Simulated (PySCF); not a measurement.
# Working out the excitation energy of C²⁺

C²⁺ [He] 2s2 (1S) → C²⁺ [He] 2s1 2p1 (3P). All numbers are calculated (PySCF 2.14, the spin-free X2C one-electron Hamiltonian (Gaussian nucleus), in aug-cc-pVDZ-DK (4s3p2d, 23 functions)). Frozen: 1s2. Energies in hartree (1 hartree = 27.21139 eV):

```
             part  C²⁺ (lower)  C²⁺ (upper)
              UHF   -36.416926   -36.243756
MP2 opposite-spin    -0.039586     0.000000
    MP2 same-spin     0.000000    -0.002050
```

Problem. What does Hartree-Fock give?

Solution. (-36.243756) − (-36.416926) = 0.173170 hartree = 4.712 eV.

Problem. What do MP2 and SCS-MP2 (6/5 opposite-spin, 1/3 same-spin) give?

Solution. The opposite-spin parts differ by 1.077 eV and the same-spin parts by -0.056 eV. MP2: 4.712 + (1.077) + (-0.056) = 5.733 eV. SCS-MP2: 4.712 + 1.2 × (1.077) + (-0.056)/3 = 5.986 eV.

A double-zeta basis recovers only part of the correlation energy.
